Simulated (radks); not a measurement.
Initial-state core-level shifts of the silicon ion Si+ when its valence configuration changes from [Ne] 3s2 3p1. All-electron calculation, non-relativistic Kohn-Sham, PBE, spin-polarised, spherical densities, point nucleus; open shells are filled with parallel spins first. Program: a radial shooting solver on a logarithmic mesh with Libxc functionals. Shifts are changes of the shell-averaged eigenvalues in eV (positive: less bound); the change of the density at the nucleus, which sets a Mossbauer isomer shift, is in e/bohr^3, on a base of 1771.

valence          1s      2s      2p  density at nucleus
3s1 3p2      -1.024  -1.039  -1.024             -4.8244
3s1.5 3p1.5  -0.595  -0.592  -0.585             -2.3624
3s0.5 3p2.5  -1.800  -1.798  -1.775             -7.3382
3p3          -2.564  -2.546  -2.516             -9.8837
